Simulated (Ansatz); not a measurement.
A geometry relaxed with Ansatz (a first-principles code) with PBE0-D3(BJ)/def2-TZVP, charge 0, multiplicity 1:

```xyz
11

C     -0.9228     0.6085    -0.1831
C      2.4991    -0.3167     0.1635
H     -0.4181    -1.4054     0.3370
H     -1.9350    -0.8126     1.0428
C      1.4916     0.3136    -0.0284
C     -1.2975    -0.7877     0.1532
H      3.3889    -0.8750     0.3328
H      0.4821     2.1273    -0.5155
H     -1.7348     1.3021    -0.3836
H     -1.8780    -1.2377    -0.6586
C      0.3244     1.0837    -0.2600
```

### Question
Write the SMILES of this molecule.

### Answer
`C#C/C=C\C`
